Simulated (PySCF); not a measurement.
A GIAO shielding run with PySCF 2.14.0 with density-fitted response routines (density fitting, non-relativistic, gas phase) on `NC[C@]1(F)[SiH2][Si@H](F)[SiH2]1`, C2H9F2NSi3:

```
$ OMP_NUM_THREADS=1 python probes_run.py task.json out

{"job": {"kind": "nmr", "xc": "PBE0", "basis": "pcSseg-1"}, "charge": 0, "multiplicity": 1}
N      2.366662    -0.288873     0.535575
C      1.552167     0.567006    -0.315317
C      0.207630    -0.099604    -0.493522
F      0.389835    -1.147304    -1.441975
Si    -1.312839     0.953588    -1.129141
Si    -2.556002    -0.280903     0.422379
F     -3.386851     0.640741     1.481481
Si    -0.426863    -0.951426     1.156269
H      3.265116     0.137520     0.736996
H      2.540810    -1.166471     0.056755
H      2.008878     0.777879    -1.296429
H      1.402826     1.517266     0.204293
H     -1.033399     2.375724    -0.885482
H     -1.453810     0.793815    -2.577390
H     -3.642680    -1.171871     0.011917
H      0.113600    -0.282245     2.338713
H     -0.042076    -2.362811     1.184968
```

Hardware: 1 thread of an Arm Neoverse N1, shared host. The job also computes population analyses, field gradients, ring-centre shieldings.

Task: How large is the calculation?

Result: 88 electrons, 202 basis functions and 1117 auxiliary functions.

Task: How long does it take, and how much memory does it need?

Result: 68 s of wall time, with 13 SCF cycles and 5 response iterations; peak memory 0.92 GiB. Times on a shared host scatter by some tens of per cent.
